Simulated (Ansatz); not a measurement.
`CC[Si]O` + CH₃OH → `CO[Si]O` + `CC`  (ligand exchange at the Si–C bond)

Gas-phase electronic energies from Ansatz, PBE0-D4/def2-TZVP geometries. CCSD(T)/CBS is the MP2 limit (def2-TZVPP, def2-QZVPP) plus CCSD(T) − MP2 in def2-TZVPP, frozen cores. This one scheme is used for every species. Functionals use def2-TZVPP. B3LYP here is the variant with VWN-RPA as its local correlation; programs differ in this. HSE06 is defined as in plane-wave codes. Each species was taken in one conformer, which may not be the lowest.

`CC[Si]O`:

Cartesian coordinates in Å:
```
C -0.132 0.402 0.904
C -0.408 0.571 -0.582
Si 0.218 -0.753 -1.815
O 0.984 -1.828 -0.818
H 0.943 0.366 1.114
H -0.538 1.224 1.499
H -0.577 -0.518 1.296
H -1.488 0.659 -0.774
H 0.000 1.524 -0.952
H 0.998 -1.648 0.128
```

CH₃OH:

Z-matrix (Å, degrees):
```
C
O 1 1.409
H 1 1.097 2 112.4
H 1 1.090 2 107.0 3 -118.5
H 1 1.097 2 112.4 3 123.0
H 2 0.959 1 108.5 3 -61.6
```

`CO[Si]O`:

Cartesian coordinates in Å:
```
C -0.765 1.055 -0.133
O 0.240 0.068 -0.041
Si -0.055 -1.522 0.322
O 1.482 -2.104 0.270
H -0.564 1.847 0.591
H -1.763 0.645 0.065
H -0.759 1.488 -1.136
H 2.183 -1.477 0.062
```

`CC`:

```xyz
8

C     0.384   -0.085   -0.649
C    -0.384    0.085    0.649
H    -0.179   -0.682   -1.371
H     0.596    0.880   -1.117
H     1.341   -0.587   -0.484
H     0.179    0.682    1.371
H    -0.596   -0.880    1.116
H    -1.340    0.587    0.484
```

```csv
level,ΔE (kJ/mol),difference from CCSD(T)/CBS
LDA (SPW92),-164.2,4.6
PBE-D4,-161.9,6.9
B97M-V,-175.3,-6.5
PBE0-D4,-163.7,5.1
B3LYP-D4,-174.0,-5.2
r2SCANh-D4,-172.6,-3.8
r2SCAN0-D4,-172.3,-3.5
HSE06-D4,-163.6,5.2
BHLYP-D4,-178.0,-9.2
CAM-B3LYP-D4,-178.2,-9.4
ωB97X-V,-171.6,-2.8
ωB97M-V,-171.9,-3.1
B2PLYP,-178.1,-9.3
PBE-QIDH,-170.1,-1.3
PBE,-164.3,4.5
revPBE,-164.2,4.6
BLYP,-177.4,-8.6
r2SCAN,-173.5,-4.7
PBE0,-165.8,3.0
B3LYP,-177.9,-9.1
r2SCANh,-173.2,-4.4
r2SCAN0,-173.0,-4.2
HSE06,-165.6,3.2
CAM-B3LYP,-180.3,-11.5
LC-ωPBE,-169.8,-1.0
RPA@PBE/def2-TZVPP,-168.5,0.3
HF/def2-SVP,-176.3,-7.5
MP2/def2-SVP,-172.2,-3.4
CCSD/def2-SVP,-168.5,0.3
CCSD(T)/def2-SVP,-167.9,0.9
HF/def2-TZVPP,-185.7,-16.9
MP2/def2-TZVPP,-174.4,-5.6
SCS-MP2/def2-TZVPP,-176.5,-7.7
CCSD/def2-TZVPP,-171.6,-2.8
CCSD(T)/def2-TZVPP,-170.3,-1.5
HF/def2-QZVPP,-186.8,-18.0
MP2/def2-QZVPP,-174.0,-5.2
HF/CBS(def2),-186.9,-18.1
MP2/CBS(def2),-173.0,-4.2
CCSD/CBS(def2),-170.1,-1.3
CCSD(T)/CBS,-168.8,0
```

Largest T1 diagnostic among the species: 0.014.

Leaving LDA and LC-ωPBE aside and taking each functional with its dispersion term where it has one, the values, not all of them listed here, spread over 19.3 kJ/mol, from CAM-B3LYP-D4 to revPBE-D4. The D4 term adds +3.9 kJ/mol with B3LYP and +2.1 kJ/mol with PBE0; it sums over pairs of atoms, weighted by their polarisabilities, and B3LYP, whose exchange is more repulsive, gets the larger term.
